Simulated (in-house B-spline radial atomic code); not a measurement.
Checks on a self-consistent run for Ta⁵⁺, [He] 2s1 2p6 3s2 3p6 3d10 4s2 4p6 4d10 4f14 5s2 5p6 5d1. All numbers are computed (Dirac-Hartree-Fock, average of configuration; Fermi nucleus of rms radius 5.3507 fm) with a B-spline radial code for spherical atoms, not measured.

```
orbital    q       ε (Eh)     <1/r>         <r²>  small-component weight
  1s1/2    2  -2505.84964   85.3976  0.000478699                0.075597
  2s1/2    1   -442.68287   20.8006   0.00730735                0.017175
  2p1/2    2   -422.26741   20.7728   0.00519231                0.017262
  2p3/2    4   -374.95998    17.567   0.00637683                0.015653
  3s1/2    2   -105.93892   7.74795    0.0468841               0.0058032
  3p1/2    2    -97.43524   7.61955    0.0429952               0.0056798
  3p3/2    4    -86.94591   6.79057    0.0493847               0.0052232
  3d3/2    4    -72.53414   6.68414    0.0381348                0.005106
  3d5/2    6    -70.21751   6.48435    0.0399021               0.0049753
  4s1/2    2    -24.73474   3.22346     0.232849               0.0018689
  4p1/2    2    -21.07408    3.1103     0.239866               0.0017734
  4p3/2    4    -18.61839   2.83623       0.2727               0.0016129
  4d3/2    4    -12.49190   2.62545     0.296623               0.0014231
  4d5/2    6    -12.02003    2.5554     0.309496               0.0013749
  4f5/2    6     -4.12616   2.13029     0.423515               0.0010025
  4f7/2    8     -4.03629   2.10036     0.436177              0.00098101
  5s1/2    2     -5.51229   1.24032      1.29889              0.00040579
  5p1/2    2     -4.26913   1.13422      1.52418              0.00034766
  5p3/2    4     -3.88358    1.0441      1.74143               0.0003066
  5d3/2  0.4     -2.35601  0.809371      2.81532              0.00019171
  5d5/2  0.6     -2.31872   0.79064      2.92753              0.00018418
```

Electron-electron repulsion V_ee = 5533.4222 hartree.

Q: What total energy follows from the eigenvalues?

A: The eigenvalues count the repulsion twice, so E = Σqε - V_ee = -9647.387 - 5533.422 = -15180.810 hartree; the run printed -15180.810.

Q: Does the Dirac virial theorem hold?

A: For a point nucleus E = -2c²Σq·w, with w the small-component weight. Here Σq·w = 0.4041 and c = 137.0360, so the ratio E/(-2c²Σq·w) is 1.000238; the finite nucleus accounts for the departure from 1.

Q: What diamagnetic shielding (Lamb formula) and susceptibility (Langevin formula) do the radii give?

A: σ = (α²/3)Σq<1/r> = 516.104/(3·137.036²) = 9161.1 ppm, and χ = -0.79199×10⁻⁶·Σq<r²> = -21.71×10⁻⁶ cm³/mol with Σq<r²> = 27.418 bohr². Both are non-relativistic formulas without the paramagnetism of open shells; for so heavy an element the full relativistic shielding is larger by tens of per cent.
